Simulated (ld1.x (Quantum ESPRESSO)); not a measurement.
Mg: one change to an ultrasoft potential, before and after

ld1.x (Quantum ESPRESSO) 7.5 input, shortened:

```
&input
   title='Mg', zed=12., rel=0, dft='PZ', iswitch=3,
   config='[Ne] 3s1.5 3p0 3d-2'
 /
 &inputp
   pseudotype=3, tm=.true., lloc=2,
   nlcc=.true., rcore=2.20,
   which_augfun='PSQ', rmatch_augfun_nc=.true.
 /
5
3S  1  0   1.50   0.00  2.00  2.70  0.0
3S  1  0   0.00   0.40  2.00  2.70  0.0
3P  2  1   0.00   0.00  1.60  2.20  0.0
3P  2  1   0.00   0.35  1.60  2.20  0.0
3D  3  2  -2.00   0.20  2.25  2.25  0.0
 &test
   configts(1)='3s1.5 3p0'
 /
```

All-electron outer shells of the reference configuration (LDA (PZ), non-relativistic, ld1.x):

```json
{"shell": "3s", "level (eV)": "-8.02", "outermost node (bohr)": "0.90", "outermost maximum (bohr)": "2.44"}
{"shell": "3p", "level (eV)": "-4.12", "outermost node (bohr)": "0.95", "outermost maximum (bohr)": "3.13"}
```

Change: reference 3s1 3p0; added wave 3d channel at 1.4 Ry: rc 2.25 bohr; local potential all-electron potential smoothed inside 1.80 bohr (lloc = -1).

Cutoffs: the cutoffs (Ry, on a coarse ladder) from which the occupation-weighted sum of valence levels, in a spherical-Bessel basis at the reference potential, stays within 10 and 1 mRy of its value at 400 Ry; they do not see the model core or the augmentation charge, which bear on the density cutoff. Errors are all-electron minus pseudo energies relative to the spin-unpolarised reference configuration.

Task: What does the change do?

Result: Both files are so soft that the ladder of cutoffs tells neither apart; the range in which the d phases agree widens (upper end 3.1 → at the end of the scan); neither file shows a bound ghost.

```tsv
quantity	base	changed
cutoff, loose	6 Ry	6 Ry
cutoff, tight	6 Ry	6 Ry
bound ghosts	none	none
largest error over its own tests, meV	+37	+22
s: phases at 2.96 bohr within 0.05 rad from the reference energy up to (Ry; the scan ends near 5)	2.2	2.1
p: phases at 2.96 bohr within 0.05 rad from the reference energy up to (Ry; the scan ends near 5)	1.7	2.2
d: phases at 2.96 bohr within 0.05 rad from the reference energy up to (Ry; the scan ends near 5)	3.1	to the end of the scan
lowest overlap eigenvalue by channel	s 0.40, p 0.79	s 0.42, p 0.77, d 1.00
```
